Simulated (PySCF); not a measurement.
Hf(F)2(OH)2 (F2H2HfO2), SMILES [OH][Hf]([OH])([F])[F], multiplicity 1.

Coordinates come from a B3LYP-D3(BJ)/def2-SVP optimisation. The spin state was assumed, not searched. The structure was generated by enumeration; whether it is a known compound was not checked. The def2 effective core potentials stand for the cores of Hf; spin–orbit coupling is left out. The values are those of a single conformer.

The numbers are results of TDA-ωB97X/def2-SVPD (PySCF), not measurements.

Vertical excitations. The molecule is in vacuum. State labels are in the subgroup C2v.

Computed lowest excited states:
```tsv
state	symmetry	energy (eV)	λ (nm)	f	main pairs
S1	B1	8.27	150	0.026	HOMO→LUMO 83 %
S2	B2	8.47	146	0.109	HOMO−1→LUMO 80 %
S3	A2	8.51	146	0.000	HOMO−2→LUMO 75 %, HOMO−1→LUMO+1 15 %
S4	B2	8.59	144	0.000	HOMO→LUMO+4 86 %
S5	B1	8.72	142	0.006	HOMO−1→LUMO+4 34 %, HOMO→LUMO+5 33 %, HOMO→LUMO+2 16 %, HOMO→LUMO+7 11 %
S6	A1	8.73	142	0.071	HOMO−3→LUMO 61 %, HOMO→LUMO+1 26 %
S7	B2	8.82	141	0.006	HOMO−1→LUMO+5 45 %, HOMO−1→LUMO+7 24 %, HOMO−1→LUMO+2 18 %, HOMO→LUMO+4 8 %
S8	A2	8.87	140	0.000	HOMO−2→LUMO+5 41 %, HOMO−2→LUMO+7 20 %, HOMO−2→LUMO+2 15 %, HOMO−3→LUMO+4 10 %
S9	A1	9.02	137	0.000	HOMO−2→LUMO+4 41 %, HOMO→LUMO+6 28 %, HOMO−3→LUMO+5 15 %
S10	A2	9.02	137	0.000	HOMO−3→LUMO+4 45 %, HOMO→LUMO+8 22 %, HOMO→LUMO+3 16 %, HOMO−2→LUMO+5 9 %
T1	B1	8.05	154	0	HOMO→LUMO 77 %
T2	B2	8.22	151	0	HOMO−1→LUMO 71 %, HOMO−2→LUMO+1 15 %
T3	B1	8.22	151	0	HOMO→LUMO+7 32 %, HOMO→LUMO+5 30 %, HOMO−1→LUMO+4 16 %, HOMO→LUMO+2 8 %
T4	A2	8.27	150	0	HOMO−2→LUMO 66 %, HOMO−1→LUMO+1 18 %
```
Triplets are in the Tamm–Dancoff approximation.
